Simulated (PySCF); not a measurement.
Molecule: SMILES C(C(OC=C)=O)=C, C5H6O2.

Structure with atom numbers: `[CH2:1]=[CH:2][O:3][C:4](=[O:5])[CH:6]=[CH2:7]` (H(Xn): hydrogen on atom n). Ha(C7) is cis to C4; Ha(C1) is cis to O3; Hb(C7) is trans to C4; Hb(C1) is trans to O3.

Geometry PBE0-D3(BJ)/def2-SVP throughout; GIAO in PySCF, gas phase, one conformer, non-relativistic; equivalent atoms averaged; functional PBE0.

For orientation, pcSseg-1 gives these absolute shieldings σ: C4 19.3, C7 40.2, C6 49.2, H(C2) 23.46, Ha(C7) 24.20, H(C6) 25.05, Hb(C7) 25.02, Ha(C1) 26.11, Hb(C1) 26.48 ppm.

A run gave: C4 23.3, C7 45.9, C6 54.0, H(C2) 23.25, Ha(C7) 24.18, H(C6) 24.91, Hb(C7) 25.12, Ha(C1) 26.28, Hb(C1) 26.59 ppm (absolute shieldings σ).

Q: Which basis set was used in that run?
A. cc-pVTZ
B. cc-pVDZ
C. 6-31G
D. IGLO-III

A: A. C6 tells them apart best: cc-pVTZ gives 54.0, IGLO-III gives 46.0, cc-pVDZ gives 68.1, 6-31G gives 72.3 ppm.
